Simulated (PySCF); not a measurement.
# Trend along group 8: MSe molecules

PBE0 with triple-zeta basis sets in PySCF, for the lowest determinant that a PBE0 search found; no spin–orbit coupling. De refers to high-spin ground-configuration atoms. A positive dipole means M(−)Se(+).

```csv
M,basis,state (unpaired electrons),Re (Å),ωe (cm⁻¹),De (eV),μ (D)
Fe,def2-TZVPP,"quintet (σ ↑, π ↑↑, δ ↑)",2.152,385,n/a,-5.81
Ru,def2-TZVPP,"quintet (σ ↑, π ↑↑, δ ↑)",2.207,358,3.55,-4.09
Os,def2-TZVPP,"quintet (π ↑↑, δ ↑↑)",2.207,355,n/a,-2.78
```

The shortest bond is that of FeSe (2.152 Å), the longest that of RuSe (2.207 Å).

The state changes along the series, so neighbouring rows are not always alike in their bonding.

De is left out where the level can put another filling of the metal’s s and d shells below the measured ground configuration, by anything from nothing to about 1 eV. The metal atom is held in its measured ground configuration; semilocal functionals can put another filling of s and d lower by some tenths of an eV, and De to that atom would be smaller. These are scalar-relativistic numbers at best; spin–orbit coupling would shift them, the dissociation energy most. With d or f electrons several states lie close, and the lowest PBE0 determinant need not be the measured ground state.
